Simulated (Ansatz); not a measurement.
Reaction (redistribution): `NB(O)CF` + `C[NH][AlH][OH]` → `NBCF` + `C[NH][Al]([OH])[OH]`

Gas-phase electronic energies from Ansatz, PBE0-D4/def2-TZVP geometries. CCSD(T)/CBS is the MP2 limit (def2-TZVPP, def2-QZVPP) plus CCSD(T) − MP2 in def2-TZVPP, frozen cores. One conformer a species, not always the lowest.

| species | MP2/def2-QZVPP energy (Eh) |
| --- | --- |
| `NB(O)CF` | -295.50452 |
| `C[NH][AlH][OH]` | -413.53972 |
| `NBCF` | -220.28884 |
| `C[NH][Al]([OH])[OH]` | -488.76773 |

Task: Work out ΔE.

Result: ΔE = (-220.28884) + (-488.76773) − (-295.50452) − (-413.53972) = -0.01233 Eh = -7.7 kcal/mol. CCSD(T)/CBS gives -7.0 kcal/mol.

Largest T1 diagnostic among the species: 0.012.

In def2-TZVPP, CCSD(T) changes the Hartree–Fock value by −1.1 kcal/mol (the triples alone add +0.1 kcal/mol) and MP2 by −2.0 kcal/mol.
